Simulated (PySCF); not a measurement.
In(H)2(Me) (CH5In), SMILES [CH3][InH2]. Heavy atoms are numbered as in [InH2:1][CH3:4]. Hydrogens are named by the atom that carries them.

Geometry optimised at B3LYP-D3(BJ)/def2-TZVP. The def2 effective core potentials stand for the cores of In; spin–orbit coupling is left out.

Level of theory: CAM-B3LYP/def2-TZVPD (PySCF).

Mulliken values depend strongly on the basis, most of all with diffuse functions as here. ESP charges are fitted to the potential on shells at 1.4 to 2.0 van der Waals radii. Atomic charges (e), one atom of each kind:

```json
[
 {"atom": "In1 (InH2)", "Mulliken": "0.61", "ESP fit": "0.79"},
 {"atom": "H on In1", "Mulliken": "-0.16", "ESP fit": "-0.28"},
 {"atom": "C4 (CH3)", "Mulliken": "-1.03", "ESP fit": "-0.64"},
 {"atom": "H on C4", "Mulliken": "0.24", "ESP fit": "0.14"}
]
```
